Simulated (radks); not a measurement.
Results of a calculation; reference values are marked as such.
Initial-state core-level shifts of the thulium ion Tm3+ when its valence configuration changes from [Xe] 4f12. Level of theory: Dirac Kohn-Sham, LDA (Slater exchange, Perdew-Wang correlation), spin-unpolarised, spherical densities, point nucleus; open shells fill j = l - 1/2 first (a radial shooting solver on a logarithmic mesh with Libxc functionals). Shifts are changes of the shell-averaged eigenvalues in eV (positive: less bound).

valence,2s,3p,3d,5s
4f11 6p1,-12.882,-13.800,-13.718,-8.499
4f10.5 5d0.5 6p1,-17.464,-18.964,-18.824,-10.662
4f11 6s1,-11.847,-12.767,-12.685,-7.486
4f10 6p2,-27.057,-29.063,-28.889,-17.168
4f10.5 5d0.5 6s1,-16.440,-17.939,-17.799,-9.663
4f9 6s1 6p2,-41.462,-44.705,-44.430,-25.048
4f10 6s1 6p1,-26.070,-28.075,-27.900,-16.218
4f9 6s2 6p1,-40.505,-43.744,-43.469,-24.137
4f9.5 5d0.5 6p2,-32.097,-34.773,-34.535,-19.356
